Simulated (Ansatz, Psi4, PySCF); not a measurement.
H$_{2}$Ga (SMILES [GaH2]), doublet, at a GFN2-xTB geometry (such geometries of metal compounds can be far from the true shape) (the spin is typed, not shown lowest). Base run: WB97X/6-31G** (PySCF).

Here is a job for PySCF.
```python
from pyscf import gto, scf, dft

mol = gto.Mole()
mol.atom = '''
    Ga    0.051448    0.013092    0.035303
    H    -0.520074   -1.675232   -0.405427
    H    -1.074811    1.269384   -0.688981
'''
mol.basis = '6-31g**'
mol.charge = 0
mol.spin = 1
mol.verbose = 4
mol.build()

mf = dft.UKS(mol)
mf.xc = 'wb97x'
mf.kernel()
```

The same geometry, method and basis name were run in Ansatz (an electronic-structure program) and Psi4 and PySCF, at each program's defaults and at the settings that a row names. The base is PySCF at its defaults. Differences at the defaults can come from grids, fitting, cores and function types together.

```csv
code and settings,ΔE vs base (mEh),basis functions,E (Eh),SCF cycles,dipole (D)
"PySCF, defaults (exact integrals, its default grid, spherical functions)",0.000,42,-1925.72997,10,0.84
"Psi4, defaults (density fitting with its default set, its default grid, Cartesian functions)",70.380,45,-1925.65959,10,0.86
"Ansatz, defaults (factorised integrals, its default grid, Cartesian functions)",-4.068,45,-1925.73404,-,-
"PySCF, density fitting with def2-universal-jkfit",-0.024,42,-1925.73000,10,0.85
"PySCF, fine grid",0.006,42,-1925.72997,10,0.84
"Psi4, exact integrals, spherical functions, fine grid",0.046,42,-1925.72993,13,0.84
"Ansatz, high accuracy, Cartesian functions as the basis file defines them",-4.069,45,-1925.73404,-,-
```

Open shells are given as the SCF converged; they aren't shown to be the lowest states, and a large step between rows can be another state.
